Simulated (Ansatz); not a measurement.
Cost and result up the ladder for Zn10O10 (20 atoms). Charge 0, multiplicity 1. Geometry: r2SCAN-D4/def2-SVP.

Cartesian coordinates in Å:
```
Zn 1.869 3.153 0.641
Zn -0.923 -3.582 -0.777
Zn 0.578 1.890 -1.430
Zn -2.560 -2.625 0.587
Zn -2.953 0.912 0.780
Zn -1.268 2.896 0.278
Zn 1.619 -0.834 -1.540
Zn 2.935 0.666 0.274
Zn 1.084 -2.119 0.749
Zn -1.346 -0.641 -0.864
O -2.945 -0.811 0.228
O -1.118 1.228 -0.948
O 0.064 -1.883 -1.286
O -0.705 -2.572 1.521
O 0.104 -3.774 0.976
O 0.395 3.548 -0.334
O -2.727 2.594 1.305
O 2.549 -1.174 0.185
O 2.170 0.955 -1.631
O 3.178 2.171 1.285
```

Ansatz on 2 threads of AMD EPYC 7R13 on a shared host and a share (18 GiB) of an NVIDIA H100 80GB HBM3. Times are rough, and most runs start from the orbitals of an earlier one. No level here is sound enough to serve as a yardstick. Binding counts from free atoms at the same level (Zn singlet, O triplet; other spins of the atoms weren't run), without zero-point energy or a counterpoise term.

Correlated methods freeze 100 core orbitals. The rows differ in basis, and correlated rows in double-zeta sets carry the largest basis error. Single mean-field runs in def2-SVP, def2-TZVP are fitted with def2-universal-jkfit. The structure holds 1 bond(s) between oxygen atoms. Another isomer (singlet) lies 1.91 eV lower at PBE0-D4/def2-TZVP; other spin states weren't run for this one.

Correlated methods converge slowly with the basis, most of all in double-zeta sets.

| level | functions | binding energy per atom (eV) | remarks |
| --- | --- | --- | --- |
| PBE-D4/def2-SVP (with forces) | 450 | 3.14 | – |
| PBE0-D4/def2-TZVP | 790 | 2.71 | restricted SCF unstable in HF |
| r2SCANh-D4/def2-SVP | 450 | 3.06 | restricted SCF unstable in HF |
| MP2/def2-SVP | 450 | 2.88 | restricted SCF unstable |
| RPA@PBE/def2-SVP | 450 | 2.34 | – |
| PBE-D4/def2-TZVP | 790 | 2.87 | restricted SCF unstable in HF |
| r2SCAN-D4/def2-SVP | 450 | 3.17 | restricted SCF unstable in HF |
| PBE0-D4/def2-SVP | 450 | 2.91 | restricted SCF unstable in HF |

(1) Estimate how long each takes.

Answers

(1) r2SCAN-D4/def2-SVP 6 s; PBE-D4/def2-SVP (with forces) 6 s; r2SCANh-D4/def2-SVP 6 s; PBE-D4/def2-TZVP 6 s; MP2/def2-SVP 7.5 s; PBE0-D4/def2-SVP 8.5 s; RPA@PBE/def2-SVP 9.6 s; PBE0-D4/def2-TZVP 10 s. On shared hardware such times vary by a factor of up to 3.
